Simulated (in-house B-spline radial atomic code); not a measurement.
Radial electron density of Rb6+, [Ar] 3d10 4s2 4p1. Computed with a B-spline radial code for spherical atoms: non-relativistic PBE0, spin-polarised, spherical fractional occupations, exact exchange averaged over the configuration, point nucleus.

Columns: r (bohr), 4πr²n(r) (electrons per bohr), bar.

```
 0.00173    1.161 #
 0.00211     1.68 #
 0.00256    2.392 ##
 0.00311    3.389 ###
 0.00378    4.764 ####
 0.00458    6.592 #####
 0.00557    9.062 #######
 0.00676    12.23 ##########
 0.00821     16.2 #############
 0.00998    21.02 #################
  0.0121    26.44 #####################
  0.0147    32.26 ##########################
  0.0179    37.91 ##############################
  0.0217     42.4 ##################################
  0.0264    45.07 ####################################
   0.032    45.24 ####################################
  0.0389    43.11 ###################################
  0.0472    39.92 ################################
  0.0574    37.82 ##############################
  0.0697       39 ###############################
  0.0846    44.05 ###################################
   0.103     50.9 #########################################
   0.125     54.9 ############################################
   0.152    52.36 ##########################################
   0.184       44 ###################################
   0.224     34.9 ############################
   0.272     31.7 #########################
    0.33    34.99 ############################
   0.401    38.82 ###############################
   0.487    36.46 #############################
   0.591    27.32 ######################
   0.718    16.38 #############
   0.872    8.691 #######
    1.06    5.125 ####
    1.29    3.604 ###
    1.56    2.349 ##
     1.9    1.095 #
     2.3   0.3471 
     2.8  0.06448 
     3.4 0.006748 
    4.13 0.0003522 
    5.01 8.197e-06
```

On this grid the curve has 3 maxima, near 0.032, 0.125, 0.401 bohr.

The 4s up radial function P(r) = rR(r), positive near the nucleus:

```csv
r (bohr),P
0.000541,0.01221
0.000797,0.01782
0.00118,0.02601
0.00173,0.03735
0.00256,0.05356
0.00378,0.07549
0.00557,0.1038
0.00821,0.1377
0.0121,0.1727
0.0179,0.1976
0.0264,0.1897
0.0389,0.1195
0.0574,-0.0338
0.0846,-0.2338
0.125,-0.3403
0.184,-0.16
0.272,0.2897
0.401,0.5383
0.591,0.1103
0.872,-0.699
1.29,-1.008
1.9,-0.57
2.8,-0.1228
4.13,-0.007192
```
